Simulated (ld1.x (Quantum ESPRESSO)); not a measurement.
## What the settings do to the TM semilocal potential of vanadium (V)

Base potential:

| Quantity | Value |
| --- | --- |
| Element | V |
| Generator | ld1.x (Quantum ESPRESSO) 7.5 |
| Type | norm-conserving Troullier–Martins (semilocal form) |
| Functional | PW91 |
| Relativity | scalar-relativistic |
| Frozen core | [Ar] |
| Valence charge | 5 |
| Reference configuration | 3d3 4s0 4p0 (charge +2) |
| Partial waves | 4s (bound, empty): rc 2.10 bohr; 4p (bound, empty): rc 2.90 bohr; 3d (bound): rc 1.85 bohr |
| Local potential | the d channel |
| Core correction | none |

Cutoffs, loose and tight: the cutoffs (Ry, on a coarse ladder) from which the occupation-weighted sum of valence levels, in a spherical-Bessel basis at the reference potential, stays within 10 and 1 mRy of its value at 400 Ry. They do not see the model core or the augmentation charge, which bear on the density cutoff. Test errors are all-electron minus pseudo excitation energies from the reference, over the configurations 3d3 4s2 4p0; 3d3 4s1 4p0; 3d2 4s0 4p0; 3d3 4s1 4p1; 3d2 4s2 4p1; 3d2 4s2 4p0; 3d4 4s0 4p0. A dash means not determined; rows that change the core or the reference have their own tests.

A semilocal file is local in each channel, so a ghost entry of none says nothing of the separable form that plane-wave codes build from it.

```csv
change,outcome,"cutoff, loose","cutoff, tight",bound ghosts,largest test error (meV)
base,generated,70 Ry,80 Ry,none,+475
core correction a·sin(br)/r model core inside 0.74 bohr,generated,70 Ry,80 Ry,none,-417
core correction a·sin(br)/r model core inside 0.86 bohr,generated,70 Ry,80 Ry,none,-417
core correction a·sin(br)/r model core inside 1.10 bohr,generated,70 Ry,80 Ry,none,-413
core correction a·sin(br)/r model core inside 1.28 bohr,generated,70 Ry,80 Ry,none,-400
core correction a·sin(br)/r model core inside 1.48 bohr,generated,70 Ry,80 Ry,none,-362
core correction a·sin(br)/r model core inside 1.72 bohr,generated,70 Ry,80 Ry,none,-302
core correction a·sin(br)/r model core inside 1.84 bohr,generated,70 Ry,80 Ry,none,-271
core correction a·sin(br)/r model core inside 2.08 bohr,generated,70 Ry,80 Ry,none,-207
```

Task: What comes out with this change to the base: core correction a·sin(br)/r model core inside 2.16 bohr?

Result: outcome: generated; cutoff, loose: 70 Ry; cutoff, tight: 80 Ry; bound ghosts: none; largest test error (meV): -186.
